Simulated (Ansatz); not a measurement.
C2H7BSSi can be A, `S[SiH]1BCC1`, or B, `CC1B[SiH2]S1`.

Computed with Ansatz on PBE0-D4/def2-TZVP structures; ΔE is electronic, products minus reactants. CCSD(T)/CBS is the MP2 limit (def2-TZVPP, def2-QZVPP) plus CCSD(T) − MP2 in def2-TZVPP, frozen cores. Functionals use def2-TZVPP. B3LYP here is the variant with VWN-RPA as its local correlation; programs differ in this. One conformer a species, not always the lowest.

Question: Which is lower in electronic energy at CCSD(T)/CBS, and by how much? (Estimate.)

Answer: The calculation gave: A, by 0.9 kcal/mol.

Question: Give E(B) − E(A) in kcal/mol with PBE0-D4, B3LYP, CCSD/def2-TZVPP, PBE-D4, HF/def2-TZVPP, MP2/def2-TZVPP, B3LYP-D4. (An estimate is asked.)

Answer: The calculation gave: PBE0-D4 1.7, B3LYP 1.1, CCSD/def2-TZVPP 1.4, PBE-D4 1.5, HF/def2-TZVPP 0.1, MP2/def2-TZVPP 1.2, B3LYP-D4 0.8. None reverses the order clearly.

Largest T1 diagnostic: 0.012.

In def2-TZVPP, CCSD(T) changes the Hartree–Fock value by +1.1 kcal/mol (the triples alone add −0.3 kcal/mol) and MP2 by +1.1 kcal/mol.
